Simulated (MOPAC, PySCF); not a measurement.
The same groups moved round the core (cyclohexane cyano+boryl). Isolated molecules, 0 K electronic values unless said otherwise. One relaxed conformer stands for each flexible species; it need not be the lowest. Strings in code marks are SMILES.

Quantity: electronic energy of isomers of C7H12BN relative to `B[C@@H]1CCC[C@H](C#N)C1`, in kcal/mol. Semi-empirical values (MOPAC) are differences of heats of formation.

Level 1: PBE-D3(BJ)/def2-TZVP // PBE0-D3(BJ)/def2-SVP (PySCF)
Level 2: B3LYP/6-31G* // PBE0-D3(BJ)/def2-SVP (PySCF)
Level 3: PBE/6-31G* // PBE0-D3(BJ)/def2-SVP (PySCF)
Level 4: PM7 // PBE0-D3(BJ)/def2-SVP (MOPAC)

```json
[
 {"species": "`B[C@H]1CC[C@H](C#N)CC1`", "level 1": "1.34", "level 2": "[?]", "level 3": "[?]", "level 4": "[?]"},
 {"species": "`B[C@@H]1CCC[C@@H](C#N)C1`", "level 1": "[?]", "level 2": "[?]", "level 3": "1.05", "level 4": "-0.46"},
 {"species": "`B[C@@H]1CCCC[C@H]1C#N`", "level 1": "1.55", "level 2": "-0.34", "level 3": "0.91", "level 4": "-2.02"},
 {"species": "`BC1(C#N)CCCCC1`", "level 1": "1.39", "level 2": "0.27", "level 3": "0.48", "level 4": "-3.74"},
 {"species": "`B[C@H]1CC[C@@H](C#N)CC1`", "level 1": "7.09", "level 2": "5.82", "level 3": "6.73", "level 4": "3.39"}
]
```

Question: Some entries are withheld; supply them.

Answer: 
- `B[C@H]1CC[C@H](C#N)CC1`, level 2: -0.44
- `B[C@H]1CC[C@H](C#N)CC1`, level 3: 0.66
- `B[C@H]1CC[C@H](C#N)CC1`, level 4: -0.19
- `B[C@@H]1CCC[C@@H](C#N)C1`, level 1: 1.37
- `B[C@@H]1CCC[C@@H](C#N)C1`, level 2: 0.15
